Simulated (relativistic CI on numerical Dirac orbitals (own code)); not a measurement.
## Slater and spin-orbit integrals, Eu⁴¹⁺

Method of calculation: Dirac-Coulomb-Breit CI, KLI orbitals optimised for each configuration, a model potential for QED, unscaled Slater integrals (own radial code, finite nucleus).

Slater integrals F^k, G^k are unscaled and averaged over j, outside the closed core [Ne]; ζ comes from projecting the Hamiltonian with its Breit term on Σ l·s of the shell.

- 3s²3p⁶3d⁴: F^2(3d,3d) = 494540, F^4(3d,3d) = 319390, ζ(3d) = 108170 cm⁻¹; <r>(3d) = 0.2066, <r^2>(3d) = 0.04947 (bohr units).
- 3s²3p⁵3d⁵: ζ(3p) = 808390, F^2(3d,3d) = 493680, F^4(3d,3d) = 318810, F^2(3p,3d) = 428000, G^1(3p,3d) = 456630, G^3(3p,3d) = 304770, ζ(3d) = 107110 cm⁻¹; <r>(3p) = 0.2316, <r^2>(3p) = 0.06202, <r>(3d) = 0.2069, <r^2>(3d) = 0.04963 (bohr units).
- 3s3p⁶3d⁵: F^2(3d,3d) = 493370, F^4(3d,3d) = 318610, G^2(3s,3d) = 346670, ζ(3d) = 107670 cm⁻¹; <r>(3s) = 0.2363, <r^2>(3s) = 0.06371, <r>(3d) = 0.207, <r^2>(3d) = 0.04969 (bohr units).

(1) Give the Racah parameters of the d shell in 3s²3p⁶3d⁴.

Averages of the first 10 configurations, taken without configuration mixing, which lowers the lowest level and can move excited configurations by several eV; other configurations of the list can lie among them:

```csv
Configuration,Parity,States,Average energy above the lowest level (eV)
3s²3p⁶3d⁴,even,210,88.2
3s²3p⁵3d⁵,odd,1512,413.1
3s3p⁶3d⁵,even,504,690.8
3s²3p⁶3d³4s,even,240,1345.0
3s²3p⁶3d³4p,odd,720,1449.1
3s²3p⁶3d³4d,even,1200,1575.6
3s²3p⁵3d⁴4s,odd,2520,1661.5
3s²3p⁶3d³4f,odd,1680,1680.8
3s3p⁶3d⁴4s,even,840,1940.9
3p⁶3d⁵4p,odd,1512,2647.0
```

Results:

(1) B = F²/49 − 5F⁴/441 = 6471 cm⁻¹ and C = 35F⁴/441 = 25349 cm⁻¹.
